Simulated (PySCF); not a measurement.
5-(furan-2-yl)pyrimidine (C₈H₆N₂O), SMILES c1coc(-c2cncnc2)c1. Geometry: B3LYP-D3(BJ)/def2-SVP. One conformer was computed; it need not be the lowest.

Question: Give the equilibrium geometry at B3LYP-D3(BJ)/def2-SVP (PySCF confirms it by a frequency run) as bond lengths and angles, and its point group. (The exact figures need the calculation; the answer reports its results.)

Answer: Several could match; the one computed here: point group Cs.
Atoms: C1 C2 O3 C4 C5 C6 N7 C8 N9 C10 C11 H12 H13 H14 H15 H16 H17. Bond lengths (Å): C1–C2 1.367, C1–C11 1.431, C1–H12 1.087, C2–O3 1.355, C2–H13 1.086, O3–C4 1.365, C4–C5 1.452, C4–C11 1.376, C5–C6 1.408, C5–C10 1.407, C6–N7 1.331, C6–H14 1.095, N7–C8 1.334, C8–N9 1.336, C8–H15 1.096, N9–C10 1.329, C10–H16 1.096, C11–H17 1.087. Bond angles (°): C2–C1–C11 106.0, C2–C1–H12 126.6, C11–C1–H12 127.3, C1–C2–O3 110.3, C1–C2–H13 133.5, O3–C2–H13 116.2, C2–O3–C4 108.0, O3–C4–C5 117.3, O3–C4–C11 109.2, C5–C4–C11 133.5, C4–C5–C6 122.4, C4–C5–C10 122.4, C6–C5–C10 115.2, C5–C6–N7 122.4, C5–C6–H14 120.1, N7–C6–H14 117.5, C6–N7–C8 116.8, N7–C8–N9 126.2, N7–C8–H15 117.0, N9–C8–H15 116.8, C8–N9–C10 116.8, C5–C10–N9 122.6, C5–C10–H16 120.6, N9–C10–H16 116.9, C1–C11–C4 106.5, C1–C11–H17 127.0, C4–C11–H17 126.5.
